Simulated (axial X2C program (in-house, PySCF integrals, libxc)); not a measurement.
**Worked dissociation energy of LiNb⁻: r2SCAN, without spin–orbit coupling**

Computed with an in-house relativistic program for diatomic molecules. Spin-free means the one-electron spin-free X2C Hamiltonian. Basis: Nb dyall-acv3z [12s13p10d5f3g], Li dyall-av3z [9s9p3d] (cores contracted in-house); Gaussian nuclei, density fitting, unrestricted open shells. Masses: Nb 92.906 u, Li 7.016 u.

Molecular state: M_S = 5/2, Λ = 1 (beyond evenly filled blocks: 2 × σα, π+α, δ+α, δ-α).

```
E(Nb-) (2M_S = 4, M_L = 0) : -3819.415591 hartree
E(Li) (2M_S = 1, M_L = 0)  : -7.480379 hartree
E(LiNb⁻) at Re             : -3826.924591 hartree
ωe                         : 204.0 cm⁻¹
ωexe                       : 1.84 cm⁻¹
```

(1) Work out De and D0.

Occupations by symmetry block were frozen at the best pattern of an incomplete PBE0 search. Dissociation energies refer to the lowest single-determinant-based atoms at the same level and basis. PBE0 can misorder states that lie within some tenths of an eV, so this need not be the ground state of the molecule. The nearest other spin-free determinant of the search, M_S = 5/2, Λ = 2, lies 0.004 eV up at the distance of the search. The functionals have no current-density term, which raises determinants with orbital currents, atoms included. At some level and bond length an empty orbital lies below a filled one. The highest occupied level of some functionals is positive through self-interaction error; at Hartree–Fock it is bound. The determinant is spin-polarised beyond a pure state at some levels (its spin-free form has ⟨S²⟩ too high), which makes Re and μ there less reliable. With spin–orbit coupling the lowest determinant has another configuration, so this spin-free state is a model.

Each atomic determinant is the lowest at this level and need not be a pure term. Totals compare only within one Hamiltonian and basis.

Answers

(1) De = -3819.415591 + (-7.480379) − (-3826.924591) = 0.02862 hartree = 0.779 eV. The zero-point energy is ωe/2 − ωexe/4 = 102 cm⁻¹ = 0.013 eV, so D0 = 0.766 eV.
